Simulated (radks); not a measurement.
Polarisabilities and homonuclear dispersion coefficients (atomic units). Method: scalar-relativistic Kohn-Sham, LDA (Slater exchange, Perdew-Wang correlation), spin-polarised, spherical densities, finite nucleus; open shells are filled with parallel spins first; Fermi nuclear charge, rms radius of each element as measured or else 0.836 A^(1/3) + 0.57 fm; computed with a radial shooting solver on a logarithmic mesh with Libxc functionals. Response by self-consistent Sternheimer equations with the Hartree and adiabatic LDA kernel, the relativistic mass of each level held fixed and spin-orbit coupling left out. "Uncoupled" leaves out the induced potential. Quadrupole and octupole values are given only where no p, d or f shell is open.

species  configuration  alpha1 (bohr^3)  alpha1, uncoupled  alpha2 (bohr^5)  alpha3 (bohr^7)       C6     C8  recommended alpha1
Mg            [Ne] 3s2            71.01              121.3            863.1            16580    618.3  43350        71.2 +/- 0.4
Mg+           [Ne] 3s1            30.35              35.29            163.2             1694    124.8   4313                   -
Mg2+              [Ne]           0.5135             0.5822           0.6063            1.284   0.6234  3.754                   -
Mg3+      [He] 2s2 2p5           0.3623             0.4274                -                -   0.3364      -                   -
Mg4+      [He] 2s2 2p4           0.2911             0.3613                -                -   0.2000      -                   -
Mg5+      [He] 2s2 2p3           0.2698             0.3407                -                -   0.1336      -                   -
Mg6+      [He] 2s2 2p2           0.2472             0.3533                -                -  0.09243      -                   -

Recommended values: Schwerdtfeger and Nagle, table of static dipole polarisabilities (2023 update), measured or computed.
